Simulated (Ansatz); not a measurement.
Ansatz (a quantum-chemistry and plane-wave program) input:

Ansatz 0.2 input:
```yaml
crystal:
  periodic: [false, false, false]
  atoms:
    - {symbol: C, position_ang: [1.89197080, -0.33147804, -0.18909962]}
    - {symbol: Ge, position_ang: [-0.06508112, -0.06539161, -0.07450042]}
    - {symbol: O, position_ang: [-1.17119440, -0.89498806, -1.04345657]}
    - {symbol: O, position_ang: [-0.19311462, 1.76404256, -0.28218598]}
    - {symbol: O, position_ang: [-0.36337384, -0.35229283, 1.72412806]}
    - {symbol: H, position_ang: [2.24356298, -0.08245177, -1.19118382]}
    - {symbol: H, position_ang: [2.39090289, 0.31481519, 0.53497497]}
    - {symbol: H, position_ang: [2.13991369, -1.37082055, 0.03020689]}
    - {symbol: H, position_ang: [-1.00339806, 1.88128744, -0.79046181]}
    - {symbol: H, position_ang: [-1.21874759, -0.79552393, 1.74719088]}
basis:
  gaussian:
    orbitals: aug-cc-pVDZ
total_charge: -1
magnetization: {spin_polarized: false}
correlation: {method: ccsd_t, electrons: outside_noble_gas}
output: {forces: true}
```

**Question.** What final total energy does it print?

**Answer.** -2341.77880 Eh (CCSD(T)/aug-cc-pVDZ). The basis has 173 functions. The run takes about 14 core-minutes (a rough figure).

It need not be the lowest isomer of its formula. Whether it binds its extra electron was not tested at this geometry.
